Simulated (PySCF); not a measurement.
Interval between two levels of Ba by level of theory

Ba [Xe] 6s2 → Ba [Xe] 5d1 6s1 [3D3, M_J = 3], as a difference of total energies. Computed with PySCF 2.14 in x2c-TZVPall-2c (11s11p9d1f, 96 functions), with the two-component X2C-1e Hamiltonian. Correlated levels: [Kr] 4d10 frozen; the 24 highest virtual spinors dropped. "Screened" scales the spin-orbit matrix elements by Boettger's factors to mimic the two-electron term; Breit and QED terms are absent.

```json
{"method": "GHF (spin-free)", "interval between two levels (cm⁻¹)": "6776.9"}
{"method": "GMP2 (spin-free)", "interval between two levels (cm⁻¹)": "11777"}
{"method": "GHF (screened spin-orbit)", "interval between two levels (cm⁻¹)": "6937.6"}
{"method": "GMP2 (screened spin-orbit)", "interval between two levels (cm⁻¹)": "12035"}
```

The spin-free rows relax to the high-spin LS determinant and lack the spin-orbit shift.

Errors of the correlated levels include the incompleteness of this basis and the frozen core.

The labels give the starting determinants; with spin-orbit coupling the two ends relaxed to ⟨J²⟩ = 0.00, ⟨L²⟩ = 0.04, ⟨S²⟩ = 0.04 and ⟨J²⟩ = 12.01, ⟨L²⟩ = 6.04, ⟨S²⟩ = 2.04.

For comparison: 9596.5 cm⁻¹ (measured; NIST Handbook of Basic Atomic Spectroscopic Data (Sansonetti and Martin, J. Phys. Chem. Ref. Data 34, 1559 (2005))).
